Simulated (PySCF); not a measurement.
# Magnetisability: `C[SiH2][Si@@H]1O[SiH2][Si@H]1C`, C2H12OSi4

Cartesian coordinates in Å; atom numbers follow the order of the lines, from 1:
```xyz
19

C     3.232   -0.838    0.811
Si    2.413    0.729    0.112
Si    0.350    0.131   -0.720
O    -0.329    1.567   -1.266
Si   -1.892    1.853   -0.807
Si   -1.705   -0.107    0.453
C    -2.869   -1.587    0.140
H     3.397   -1.578    0.033
H     2.617   -1.301    1.577
H     4.196   -0.615    1.255
H     3.376    1.316   -0.838
H     2.335    1.703    1.218
H     0.415   -0.705   -1.940
H    -1.880    3.171   -0.175
H    -2.694    1.900   -2.030
H    -1.646    0.048    1.927
H    -3.868   -1.385    0.516
H    -2.952   -1.816   -0.918
H    -2.505   -2.477    0.644
```

Computed, not measured: GIAO PBE/pcSseg-1 magnetisability, rotational g tensor and spin-rotation constants, non-relativistic, gas phase in PySCF. Geometry: GFN2-xTB.

(1) How diamagnetic is it, and how anisotropic?

(2) Split it along the inertial axes a, b, c into diamagnetic and paramagnetic parts about the centre of mass, with the quadrupole moment.

(3) And the rotational g tensor?

Answers

(1) Isotropic -1533 × 10⁻³⁰ J/T², or -92.3 × 10⁻⁶ cm³/mol; principal values -1702, -1588, -1310 × 10⁻³⁰ J/T², anisotropy 350 × 10⁻³⁰ J/T² (root of half the summed squared differences of the principal values). The susceptibility is in cgs units.

(2) 
```
axis  χ (10⁻⁶ cm³/mol)  diamagnetic (10⁻⁶ cm³/mol)  paramagnetic (10⁻⁶ cm³/mol)  summed x² of all electrons (Å²)  quadrupole Θ (D Å)
   a             -97.1                      -840.9                        743.9                            401.3               +6.50
   b             -98.7                     -1895.5                       1796.8                            152.7               -3.16
   c             -81.3                     -2350.2                       2268.9                             45.5               -3.33
```
Anisotropies 2χaa − χbb − χcc = -14.2 and 2χbb − χaa − χcc = -19.0 × 10⁻⁶ cm³/mol. Θ is traceless in Buckingham's convention.

(3) 
```
axis  rotational constant (GHz)        g  nuclear part  electronic part
   a                     1.8405  -0.0351        0.6081          -0.6432
   b                     0.7050  -0.0110        0.5841          -0.5951
   c                     0.5567  -0.0132        0.5802          -0.5934
```
Asymmetric top; isotopes 12C, 1H, 16O, 28Si; no vibrational averaging.
